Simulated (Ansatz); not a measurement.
Start from `[BH2][Al]([CH3])[NH2]` and change one atom or group to get `[CH3][Al]([NH2])[CH]=O`.

Ansatz, PBE0-D4/def2-TZVP geometries, multiplicity 1. Each molecule was computed in one conformer, which needn't be the lowest.

```
                                        property  `[BH2][Al]([CH3])[NH2]`
              HOMO energy (PBE0/def2-TZVPP) / eV                    -7.10
           HOMO energy (ωB97M-V/def2-TZVPP) / eV                    -9.25
           HOMO–LUMO gap (B3LYP/def2-TZVPP) / eV                     4.58
size of the dipole moment (B3LYP/def2-TZVPP) / D                     0.89
         HOMO–LUMO gap (ωB97M-V/def2-TZVPP) / eV                     9.05
             HOMO–LUMO gap (PBE/def2-TZVPP) / eV                     2.76
```

(1) Give the same properties after the change, and the shifts. (Estimate.)

Results:

(1) Computed: 
```
                                        property  `[CH3][Al]([NH2])[CH]=O`  shift
              HOMO energy (PBE0/def2-TZVPP) / eV                     -6.25   0.85
           HOMO energy (ωB97M-V/def2-TZVPP) / eV                     -8.56   0.69
           HOMO–LUMO gap (B3LYP/def2-TZVPP) / eV                      4.19  -0.39
size of the dipole moment (B3LYP/def2-TZVPP) / D                      3.28   2.39
         HOMO–LUMO gap (ωB97M-V/def2-TZVPP) / eV                      9.00  -0.05
             HOMO–LUMO gap (PBE/def2-TZVPP) / eV                      2.16  -0.60
```

With PBE0 the HOMO rises by 0.85 eV and the LUMO rises by 0.51 eV, so the gap narrows by about 0.34 eV. PBE moves the HOMO by 1.09 eV and ωB97M-V by 0.69 eV. Dipoles are sizes alone; their direction can turn.

B3LYP here is the variant with VWN-RPA as its local correlation; programs differ in this.
